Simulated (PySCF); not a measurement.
**Mayer bond orders and bond lengths**

C3H5F3O2P (charge -1).
SMILES with atom numbers: `[CH3:1][P@@:2](=[O:3])([O-:4])[CH2:5][C:6]([F:7])([F:8])[F:9]` (hydrogens: H10, H11, H12 on C1; H13, H14 on C5)

Structure used (GFN2-xTB), in Å, numbered top down from 1:
```
atom  x, y, z in Å
C1     2.1447   -0.0513    0.1891
P2     0.4791   -0.8890    0.2404
O3     0.4170   -1.9576   -0.7869
O4     0.0899   -1.1614    1.6450
C5    -0.5273    0.6000   -0.4055
C6    -1.9422    0.2986   -0.0841
F7    -2.8208    1.1214   -0.7701
F8    -2.3388   -0.9315   -0.4009
F9    -2.2665    0.5019    1.1988
H10    2.8650   -0.8065    0.4973
H11    2.1861    0.7821    0.8844
H12    2.3881    0.2811   -0.8161
H13   -0.4208    0.6730   -1.4859
H14   -0.2542    1.5386    0.0723
```

Bond orders from the PBE0/pcSseg-1 density (PySCF). The structure is a single GFN2-xTB conformer in the gas phase; no vibrational or solvent corrections. The pcSseg-1 basis has no diffuse functions, a weakness for an anion.

(1) Where do the orders between heavy atoms depart from those drawn in the SMILES?

(2) Give the Mayer order of every bond between heavy atoms, beside its length.

Results:

(1) The largest departure is 0.766, at P2–O4 (drawn single, 1.766). Drawn single, order above 1.12: P2–O4 (1.766). Drawn single, order below 0.88: C1–P2 (0.878) and P2–C5 (0.739). The SMILES, with its formal charges, is one Lewis structure only.

(2) 
| bond | drawn as | length (Å) | Mayer order |
| --- | --- | --- | --- |
| C1–P2 | single | 1.865 | 0.878 |
| P2–O3 | double | 1.484 | 1.769 |
| P2–O4 | single | 1.483 | 1.766 |
| P2–C5 | single | 1.910 | 0.739 |
| C5–C6 | single | 1.482 | 1.065 |
| C6–F7 | single | 1.385 | 0.927 |
| C6–F8 | single | 1.331 | 1.020 |
| C6–F9 | single | 1.339 | 1.010 |

Bonds between the same two heavy elements. C–P: lowest P2–C5 (0.739, 1.910 Å), highest C1–P2 (0.878, 1.865 Å). O–P: all 2 within 0.02 of one another (1.766 to 1.769). C–F: lowest C6–F7 (0.927, 1.385 Å), highest C6–F8 (1.020, 1.331 Å).

And the bonds to hydrogen?

C–H: 0.93 to 0.97 (5 bonds).

Sum the orders of all bonds at each heavy atom with more than one neighbour and set the sums beside the valence in the SMILES.

C1 3.760 (drawn 4), P2 5.152 (drawn 5), C5 3.667 (drawn 4), C6 4.022 (drawn 4). Orders between atoms that aren't bonded are not in these sums.

For a closed shell the Mayer order of atoms A and B is Σ (PS)μν (PS)νμ over the basis functions μ on A and ν on B, with P the density and S the overlap matrix.

The run behind these numbers computed NMR shieldings as well. Time: 42 s wall. Hardware: an Arm Neoverse N1 with one thread, on a shared host.
